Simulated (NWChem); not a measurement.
System: CH$_{3}$ClMgO; SMILES [Mg]([Cl])[O]C

Here is an NWChem input.

```
start job
memory heap 200 mb stack 900 mb global 1100 mb
geometry units angstroms noautosym nocenter noautoz
  Mg     0.065228    -0.340903    -0.000264
  Cl     0.514087    -2.492508     0.001017
  O     -0.294288     1.381549    -0.001294
  C     -0.574524     2.726288    -0.002097
  H     -1.158469     3.030274     0.889235
  H      0.345753     3.343480    -0.006855
  H     -1.165912     3.027661    -0.889400
end
basis spherical
  Mg library def2-svpd
  Cl library def2-svpd
  O library def2-svpd
  C library def2-svpd
  H library def2-svpd
end
dft
  xc xpbe96 cpbe96
  iterations 150
end
property
  response 1 0.0
end
task dft property
```

The geometry was optimised at PBE0/def2-SVP.

Static field.

### Question
What results follow from this input? (PBE/def2-SVPD.) Quantities: isotropic polarisability (bohr³); anisotropy (bohr³).

### Answer
```
Item                              Value
--------------------------------  -----
isotropic polarisability (bohr³)   56.3
anisotropy (bohr³)                 24.7
```
